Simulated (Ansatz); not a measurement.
SbH, multiplicity 3 (the spin of the measured ground state), most abundant isotopes (1.0078 and 120.9038 u). Constants from fifth-degree fits in 1/R to seven points on the lowest solution found; no spin–orbit coupling, no relativity up to Kr; ω_e x_e and α_e move by some per cent with the fit.

Correlated levels freeze the inner cores; with def2 sets outer-core shells near the valence are correlated too.

Codes used: Ansatz (a first-principles code) with Gaussian orbitals. Each number belongs to the level named beside it. In def2 rows elements past Kr take small-core potentials, without spin–orbit coupling.

Total energies (hartree; each atom in its lowest state at that level) and vibrational constants (cm⁻¹):

```
level               E(SbH) at r_e       E(H)        E(Sb)   ω_e  ω_e x_e
------------------  -------------  ---------  -----------  ----  -------
PBE/def2-TZVPP        -240.804286  -0.499616  -240.207425  1856       29
B3LYP/def2-TZVPP      -240.896909  -0.502154  -240.293785  1902       29
wB97M-V/def2-TZVPP    -240.771087  -0.494111  -240.179319  1975       28
CCSD(T)/def2-QZVPP    -240.365906  -0.499983  -239.770196  1938       34
```

**Question.** Work out D_e and D₀ in eV.

**Answer.** 
D_e = E(H) + E(Sb) − E(molecule), times 27.2114 eV; D₀ = D_e − (ω_e/2 − ω_e x_e/4)/8065.54.
- PBE/def2-TZVPP: D_e = 2.646, zero point 0.114, D₀ = 2.532 eV
- B3LYP/def2-TZVPP: D_e = 2.748, zero point 0.117, D₀ = 2.631 eV
- wB97M-V/def2-TZVPP: D_e = 2.657, zero point 0.122, D₀ = 2.536 eV
- CCSD(T)/def2-QZVPP: D_e = 2.605, zero point 0.119, D₀ = 2.486 eV
No counterpoise correction is made.
